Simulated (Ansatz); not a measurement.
Calculated with Ansatz (gas phase, PBE0-D4/def2-TZVP geometries, no zero-point term in ΔE). CBS: MP2 limit from def2 TZ/QZ plus the TZ coupled-cluster correction, frozen cores. Double bonds are as drawn, so ΔE can hold a change between cis and trans. DFT in def2-TZVPP. B3LYP here is the variant with VWN-RPA as its local correlation; programs differ in this. For Ge outer-core shells are correlated without core-valence functions, which leaves a few kJ/mol of doubt a bond. Scalar relativity is left out up to krypton. One conformer a species, not always the lowest.

Reaction (formal exchange of groups at a Ge–O bond): `C[O][Ge][OH]` + `O/C=C(/F)Cl` → `C[O][Ge][Cl]` + `O/C=C(\O)F`

Is it downhill or uphill in electronic energy at CCSD(T)/CBS, and by how much? (An estimate is asked.)

The calculation gave: Downhill: ΔE = -11.5 kcal/mol.

What do these levels give: PBE-D4, r2SCAN-D4, PBE0-D4, ωB97M-V, B2PLYP, PBE, r2SCAN, B3LYP, SCS-MP2/def2-TZVPP, CCSD/def2-TZVPP, HF/def2-QZVPP, HF/CBS(def2)? (Best estimate.)

Computed: PBE-D4 -12.4, r2SCAN-D4 -12.6, PBE0-D4 -14.1, ωB97M-V -13.2, B2PLYP -12.4, PBE -12.5, r2SCAN -12.6, B3LYP -13.6, SCS-MP2/def2-TZVPP -10.9, CCSD/def2-TZVPP -12.6, HF/def2-QZVPP -17.5, HF/CBS(def2) -17.5 kcal/mol.

Largest T1 diagnostic among the species: 0.015.

In def2-TZVPP, CCSD(T) changes the Hartree–Fock value by +6.1 kcal/mol (the triples alone add +0.9 kcal/mol) and MP2 by +7.1 kcal/mol. From PBE to PBE0 (25 % exact exchange), in def2-TZVPP and without D4, ΔE moves by −1.7 kcal/mol.
